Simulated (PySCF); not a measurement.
## Polarisability and C₆ of Ar⁺ (argon, charge +1)

[Ne] 3s2 3p5, 2P determinant. Computed with PySCF 2.14 in aug-cc-pV(Q+d)Z with one added diffuse shell each of s, p, d, f, g type (8s7p6d4f3g, 114 functions), with the non-relativistic Hamiltonian (point nucleus). Coupled (time-dependent) response in atomic units; α is the mean over directions.

```csv
method,mean α (bohr³),"α xx, yy, zz",C₆ (like pair),S(−4)
UHF,6.793,"6.688, 6.846, 6.846",30.49,9.652
PBE,7.073,"6.886, 7.166, 7.166",31.99,10.97
PBE0,6.941,"6.783, 7.019, 7.019",31.26,10.35
```

S(−4) is the Cauchy moment in α(ω) = α(0) + S(−4) ω² + …

α(iu) at PBE0:

| u (hartree) | α(iu) (bohr³) |
| --- | --- |
| 0 | 6.941 |
| 0.0500 | 6.915 |
| 0.100 | 6.839 |
| 0.200 | 6.553 |
| 0.300 | 6.133 |
| 0.500 | 5.115 |
| 0.750 | 3.906 |
| 1.00 | 2.964 |
| 1.50 | 1.793 |
| 2.00 | 1.177 |
| 3.00 | 0.6177 |
| 5.00 | 0.2667 |

A single London oscillator, α(iu) = α/(1 + u²/ω²), gives C₆ = (3/4) ω α². Matching the computed C₆ needs ω = 4 × 31.26 / (3 × 6.941²) = 0.865 hartree.

For an ion, C₆ is the dispersion term alone; charge-induced terms of lower order in 1/R come first.

The components differ because the open shell of this determinant is not spherical; for a pure term their mean is the scalar polarisability.
